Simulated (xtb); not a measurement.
CH4ClFOSi, SMILES C(O)[Si@H](Cl)F. All values are semi-empirical tight-binding results from xtb (GFN2-xTB unless named), good for trends rather than for accurate numbers. The structure is a stationary point at GFN2-xTB. The structure was generated by enumeration; whether it is a known compound was not checked. The values are those of a single conformer.

Estimate the properties. (An estimate is asked for; the answer gives what the named calculation found.)


| Property | Value |
|---|---|
| orbital gap | 5.66 eV |
| dipole moment | 2.16 D |
| zero-point energy | 33.3 kcal/mol |
| G − E(el) at 298.15 K (modified RRHO) | 13.2 kcal/mol |
| static polarisability (D4 model) | 63.9 bohr³ |
| solvation energy, GFN2-xTB/ALPB(water) | -4.3 kcal/mol |
| solvation energy, GFN2-xTB/ALPB(dmso) | -7.0 kcal/mol |
